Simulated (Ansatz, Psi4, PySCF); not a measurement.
H3O3Zr (SMILES [OH][Zr+]([OH])[OH]), charge +1, singlet, at a GFN2-xTB geometry (such geometries of metal compounds can be far from the true shape) (the multiplicity is a formal guess) (core potentials on Zr). Base run: PySCF with B97M-V/def2-SVP.

The PySCF input:
```python
from pyscf import gto, scf, dft

mol = gto.M(
    atom='''
Zr   -0.00000000    0.00000000   -0.00000000
O     1.73087780   -0.30028533   -0.50620704
H     2.64521877   -0.45891189   -0.77361230
O    -0.62364378   -0.68582318    1.57577593
H    -0.95308533   -1.04811117    2.40818392
O    -1.10723402    0.98610851   -1.06956890
H    -1.69213344    1.50702306   -1.63457162
''',
    basis='def2-svp',
    ecp={'Zr': 'def2-svp'},
    charge=1,
    verbose=4,
)

mf = dft.RKS(mol)
mf.xc = 'b97m_v'
mf.kernel()
```

The same geometry, method and basis name were run in Ansatz (a program for electronic structure) and Psi4 and PySCF, at each program's defaults and at the settings that a row names. The base is PySCF at its defaults. Differences at the defaults can come from grids, fitting, cores and function types together.

```
code and settings                                                                             ΔE vs base (mEh)  basis functions      E (Eh)  SCF cycles
--------------------------------------------------------------------------------------------  ----------------  ---------------  ----------  ----------
PySCF, defaults (exact integrals, its default grid, spherical functions)                                 0.000               88  -274.20632           9
Psi4, defaults (density fitting with its default set, its default grid, spherical functions)               [?]               88         [?]          10
Ansatz, defaults (factorised integrals, its default grid, spherical functions)                          -0.004               88  -274.20632           -
PySCF, density fitting with def2-universal-jkfit                                                        -0.078               88  -274.20640           9
PySCF, fine grid                                                                                         0.009               88  -274.20631           8
Psi4, exact integrals, spherical functions, fine grid                                                      [?]               88         [?]          12
Ansatz, high accuracy                                                                                   -0.004               88  -274.20632           -
```

Task: Some entries are withheld; supply them.

Result: 
- Psi4, defaults (density fitting with its default set, its default grid, spherical functions), ΔE vs base (mEh): -0.946
- Psi4, defaults (density fitting with its default set, its default grid, spherical functions), E (Eh): -274.20726
- Psi4, exact integrals, spherical functions, fine grid, ΔE vs base (mEh): 0.090
- Psi4, exact integrals, spherical functions, fine grid, E (Eh): -274.20623
